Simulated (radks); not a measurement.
Isoelectronic series with 16 electrons, each ion in its NIST ground configuration. Method: scalar-relativistic Kohn-Sham, SCAN, spin-polarised, spherical densities, finite nucleus; open shells are filled with parallel spins first; meta-GGA in the generalised Kohn-Sham scheme; Fermi nuclear charge, rms radius of each element as measured or else 0.836 A^(1/3) + 0.57 fm; computed with a radial shooting solver on a logarithmic mesh with Libxc functionals. Total energies (hartree) and orbital eigenvalues (hartree):

[
 {"ion": "Cl+", "configuration": "[Ne] 3s2 3p4", "E (hartree)": "-461.18178", "3p down": "-0.66535", "3p up": "-0.76749"},
 {"ion": "Ar2+", "configuration": "[Ne] 3s2 3p4", "E (hartree)": "-527.87016", "3p down": "-1.24627", "3p up": "-1.36636"},
 {"ion": "K3+", "configuration": "[Ne] 3s2 3p4", "E (hartree)": "-599.33895", "3p down": "-1.95069", "3p up": "-2.08815"},
 {"ion": "Ca4+", "configuration": "[Ne] 3s2 3p4", "E (hartree)": "-675.59137", "3p down": "-2.77478", "3p up": "-2.92925"},
 {"ion": "Sc5+", "configuration": "[Ne] 3s2 3p4", "E (hartree)": "-756.63346", "3p down": "-3.71638", "3p up": "-3.88760"},
 {"ion": "Ti6+", "configuration": "[Ne] 3s2 3p4", "E (hartree)": "-842.47334", "3p down": "-4.77411", "3p up": "-4.96193"},
 {"ion": "V7+", "configuration": "[Ne] 3s2 3p4", "E (hartree)": "-933.12155", "3p down": "-5.94707", "3p up": "-6.15132"},
 {"ion": "Cr8+", "configuration": "[Ne] 3s2 3p4", "E (hartree)": "-1028.59042", "3p down": "-7.23478", "3p up": "-7.45534"},
 {"ion": "Mn9+", "configuration": "[Ne] 3s2 3p4", "E (hartree)": "-1128.89159", "3p down": "-8.63680", "3p up": "-8.87360"},
 {"ion": "Fe10+", "configuration": "[Ne] 3s2 3p4", "E (hartree)": "-1234.03947", "3p down": "-10.15289", "3p up": "-10.40589"},
 {"ion": "Co11+", "configuration": "[Ne] 3s2 3p4", "E (hartree)": "-1344.04935", "3p down": "-11.78283", "3p up": "-12.05206"},
 {"ion": "Ni12+", "configuration": "[Ne] 3s2 3p4", "E (hartree)": "-1458.93691", "3p down": "-13.52673", "3p up": "-13.81210"},
 {"ion": "Cu13+", "configuration": "[Ne] 3s2 3p4", "E (hartree)": "-1578.71834", "3p down": "-15.38451", "3p up": "-15.68601"}
]
